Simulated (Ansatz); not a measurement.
C3H10OSi (trimethylsilanol): the highest harmonic wavenumber at each level's own minimum, rung by rung

The runs start from one conformer, not always the lowest.

C3H10OSi, singlet, SMILES `C[Si](C)(C)O`. Each level relaxes the structure for itself.

Quantity: the highest harmonic wavenumber at each level's own minimum, in cm⁻¹. The values are calculated.

```tsv
level	kind	program	value (cm⁻¹)
HF/STO-3G	Hartree–Fock	Ansatz	4251
HF/3-21G	Hartree–Fock	Ansatz	3975
HF/6-31G* (Cartesian functions)	Hartree–Fock	Ansatz	4142
B3LYP/6-31G* (Cartesian functions)	global hybrid	Ansatz	3806
MP2/6-31G* (Cartesian functions)	perturbation theory	Ansatz	3824
```

Harmonic and unscaled. The values span 3806 to 4251 cm⁻¹.
